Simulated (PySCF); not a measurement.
chloromethylfluorosilane: 4 charge schemes on one density

Chloromethylfluorosilane, CH4ClFSi.
Numbering: `[F:1][SiH2:2][CH2:3][Cl:4]` (hydrogens: H5, H6 on Si2; H7, H8 on C3)

Geometry (GFN2-xTB, Å), atoms numbered from 1 in this order:
```
atom  x, y, z in Å
F1     1.5585   -1.3147   -0.5055
Si2    0.9398    0.0251    0.1420
C3    -0.9354   -0.0853   -0.1817
Cl4   -1.7467    1.3602    0.4912
H5     1.2345   -0.0461    1.5618
H6     1.5356    1.1312   -0.5855
H7    -1.1805   -0.1125   -1.2422
H8    -1.3967   -0.9483    0.2954
```

Density: PBE0/pcSseg-1 (PySCF); schemes: Mulliken, IAO, Hirshfeld and ESP-fitted. Geometry: GFN2-xTB, one conformer, isolated molecule.

Problem. What partial charge does each atom carry?

Solution. In e; atoms taken as equivalent share a row and are averaged (×n: the atom named and its like, n in all):

| atom | environment | Mulliken | IAO | Hirshfeld | ESP-fitted |
| --- | --- | --- | --- | --- | --- |
| F1 | silicon-bound fluorine | -0.432 | -0.541 | -0.210 | -0.317 |
| Si2 | fluorine-bound silicon | +0.960 | +1.113 | +0.434 | +0.716 |
| C3 | sp3 C–Cl carbon | -0.515 | -0.556 | -0.127 | -0.523 |
| Cl4 | alkyl chlorine | -0.173 | -0.098 | -0.070 | -0.127 |
| H5/H6 | Si–H hydrogen | -0.106 | -0.136 | -0.068 | -0.102 |
| H7/H8 | methylene hydrogen | +0.186 | +0.178 | +0.054 | +0.228 |

Mean size of the charges over all atoms: IAO 0.367 e, Mulliken 0.333 e, ESP-fitted 0.293 e, Hirshfeld 0.135 e. Each set sums to the total charge, 0, to within 0.001 e. The Hirshfeld scheme divides the density at each point in proportion to the densities of the neutral, spherically averaged free atoms.

Lowest charge. The schemes don't all agree: Mulliken C3 (-0.515); IAO C3 (-0.556); Hirshfeld F1 (-0.210); ESP-fitted C3 (-0.523).

Highest charge. All schemes agree: Mulliken Si2 (+0.960); IAO Si2 (+1.113); Hirshfeld Si2 (+0.434); ESP-fitted Si2 (+0.716).

Problem. Sum the charges by element, for elements with more than one atom.

Solution. 
| element | atoms | Mulliken | IAO | Hirshfeld | ESP-fitted |
| --- | --- | --- | --- | --- | --- |
| H | 4 | +0.160 | +0.083 | -0.027 | +0.251 |

Problem. How closely do the schemes follow one another over all atoms?

Solution. Correlation coefficient and root-mean-square difference: Mulliken with IAO 1.00, 0.075 e; Mulliken with ESP-fitted 0.99, 0.099 e; IAO with Hirshfeld 0.98, 0.315 e; Mulliken with Hirshfeld 0.98, 0.256 e; IAO with ESP-fitted 0.98, 0.165 e; Hirshfeld with ESP-fitted 0.94, 0.198 e.

Problem. How many electrons does the ESP-fitted scheme count on Si2?

Solution. Z − q = 14 − (+0.716) = 13.284.

These values come from a run that also computed NMR shieldings. Hardware: one thread of an Arm Neoverse N1, on a shared host. Cost: 9.9 s of wall time.
